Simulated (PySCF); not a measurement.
# What a mistake does to a calculation on BClGeH5Si cation

All numbers below are calculated, not measured. The program is PySCF 2.14.0, an open-source quantum chemistry code, run on an isolated molecule that a program drew, which may never have been made. The molecule is BClGeH5Si cation (charge +1, singlet), drawn as the SMILES string `[BH2][GeH+][SiH2]Cl`.

Each row is a Hartree-Fock (HF) and frozen-core CCSD(T) single point in the cc-pV(D+d)Z basis, meant for a local HF minimum. Run 1 is clean. Each other run has one planted mistake out of seven kinds, and not every kind appears here: one electron removed, one electron added, multiplicity raised by two, geometry at a saddle point, minimal basis STO-3G, one bond length entered in bohr, all coordinates scaled. The reference is restricted for singlets and unrestricted otherwise, and also for a bond in bohr. Adding or removing an electron swaps singlet and doublet. Electrons count all cores. HOMO and LUMO are orbital energies over both spins, the gradient is its largest component, and the lowest frequency (negative if imaginary) is given only where the gradient is small. Bond lengths are over the 8 bonds as drawn. T1 is the CCSD diagnostic: over 0.02 (restricted) or 0.045 (unrestricted) a single reference is doubtful. Germanium has the cc-pVDZ-PP basis, with a core potential (ECP10MDF) in place of its 10 inner electrons, and its 3s, 3p and 3d shells are frozen in CCSD(T).

Geometry of the clean run:
```xyz
9
BClGeH5Si cation, angstrom
B     1.4899   -0.7413   -1.6830
Ge   -0.0789    0.5284   -1.1739
Si   -2.3264   -0.0971   -0.3997
Cl   -2.3438   -2.1313   -0.3558
H     2.2451   -1.0650   -0.8226
H     1.5690   -1.1012   -2.8142
H     0.2144    2.0230   -1.3017
H    -2.4432    0.4964    0.9352
H    -3.2377    0.4526   -1.4073
```

| run | electrons | basis functions | <S^2> | HOMO (eV) | LUMO (eV) | gradient (hartree/bohr) | lowest frequency (cm^-1) | mean bond (Å) | longest bond (Å) | T1 | HF (hartree) | CCSD(T) (hartree) | mistake |
|---|---|---|---|---|---|---|---|---|---|---|---|---|---|
| 1 | 72 | 108 | 0.000 | -15.73 | -5.50 | 2.0e-05 | 36 | 1.6766 | 2.458 | 0.0127 | -1069.16677 | -1069.62140 | no fault |
| 2 | 72 | 108 | 0.000 | -15.36 | -5.47 | 4.3e-02 | - | 1.7823 | 2.613 | 0.0134 | -1069.14070 | -1069.60161 | all coordinates scaled |
| 3 | 72 | 108 | 2.029 | -13.14 | -7.92 | 3.5e-02 | - | 1.6766 | 2.458 | 0.0196 | -1069.06906 | -1069.52190 | multiplicity raised by two |
| 4 | 72 | 108 | 0.941 | -11.93 | -6.15 | 1.0e-02 | - | 1.9500 | 4.645 | 0.0790 | -1069.08040 | -1069.52466 | one bond length entered in bohr |
| 5 | 71 | 108 | 0.785 | -21.40 | -13.98 | 6.6e-02 | - | 1.6766 | 2.458 | 0.0427 | -1068.62004 | -1069.06669 | ? |
| 6 | 73 | 108 | 0.768 | -7.21 | 1.18 | 3.8e-02 | - | 1.6766 | 2.458 | 0.0123 | -1069.39963 | -1069.86846 | ? |

**Which mistake was planted in run 5, and what did it cost?**

It counts 71 electrons, one fewer than the clean run, at the same geometry and basis. So the mistake is: one electron removed. Subtracting run 1 and multiplying by 627.51 kcal/mol a hartree, the energy moved by 343.1 kcal/mol in HF and 348.1 kcal/mol in CCSD(T).

**Which mistake was planted in run 6, and what did it cost?**

It counts 73 electrons, one more than the clean run, at the same geometry and basis. So the mistake is: one electron added. Subtracting run 1 and multiplying by 627.51 kcal/mol a hartree, the energy moved by -146.1 kcal/mol in HF and -155.0 kcal/mol in CCSD(T).

Cautions from the logs. Run 4: T1 is over the limit, so its CCSD(T) energy is less reliable.
